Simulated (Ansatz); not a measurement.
A CCSD(T) single point on CH3CdFS (`C[S][Cd][F]`).

```yaml
crystal:
  periodic: [false, false, false]
  atoms:
    - {symbol: C, position_ang: [-0.425734, 1.116421, -0.276353]}
    - {symbol: S, position_ang: [1.181700, 0.518159, 0.336875]}
    - {symbol: Cd, position_ang: [0.854273, -1.764094, 0.497339]}
    - {symbol: F, position_ang: [0.610911, -3.685449, 0.644411]}
    - {symbol: H, position_ang: [-1.234023, 0.904261, 0.421610]}
    - {symbol: H, position_ang: [-0.323024, 2.198458, -0.365013]}
    - {symbol: H, position_ang: [-0.664113, 0.712243, -1.258868]}
basis:
  gaussian: {orbitals: def2-SVP}
correlation: {method: ccsd_t}
```

```sh
$ ansatz run in.yaml --threads 4 --pin off --events-out ev --progress --plain --max-ram 10444MiB
```

Output of Ansatz, abridged:

```
Functional definition: HF
918 factors; integrals over basis functions are off by at most 1.3e-3 eV
mean field evaluation 1: about -19132.1502 eV, gradient 3.6e1 eV
mean field evaluation 2: about -19132.3837 eV, gradient 3.7e1 eV
mean field evaluation 4: about -19135.2497 eV, gradient 2.6e0 eV
mean field evaluation 8: about -19135.2914 eV, gradient 2.3e-1 eV
mean field -19135.29191400 eV, -703.2090074728 hartree, gradient 8.6e-6 eV, S^2 0.000000; 0 other end points of the search recorded, 0 dependent functions left out
7 core orbitals not correlated: weight in the atoms' cores, before any rotation towards them, 1.000 or more for the frozen orbitals, at most 0.000 for the correlated occupied ones
reference -19135.29191400 eV, -703.2090074728 hartree; 20, 20 occupied and 65, 65 virtual orbitals, 918 factors
second order -22.60841625 eV of doubles, -0.00000000 eV of singles
cycle   1  -22.37426249 eV  change    2.3e-1 eV  update   1.2e-1
cycle   2  -22.86075563 eV  change   -4.9e-1 eV  update   4.0e-2
cycle   3  -23.00878331 eV  change   -1.5e-1 eV  update   2.8e-2
cycle   4  -23.01098411 eV  change   -2.2e-3 eV  update   9.0e-3
cycle   5  -22.99748874 eV  change    1.3e-2 eV  update   3.6e-3
cycle   6  -22.99843548 eV  change   -9.5e-4 eV  update   1.1e-3
cycle   7  -22.99870782 eV  change   -2.7e-4 eV  update   3.8e-4
cycle   8  -22.99841501 eV  change    2.9e-4 eV  update   1.4e-4
cycle   9  -22.99839648 eV  change    1.9e-5 eV  update   6.1e-5
cycle  10  -22.99846831 eV  change   -7.2e-5 eV  update   2.4e-5
cycle  11  -22.99844891 eV  change    1.9e-5 eV  update   9.7e-6
perturbative correction -0.55839161 eV, -0.0205205130 hartree
Total energy: -19158.84875452 eV, -704.0747053944 hartree
```

Run time 4 s (4 threads of an Arm Neoverse V2 on a shared host); peak host memory 0.41 GiB.

The correlation energy is -23.557 eV, 2.4 % of it from (T); the T1 diagnostic reads 0.0157.
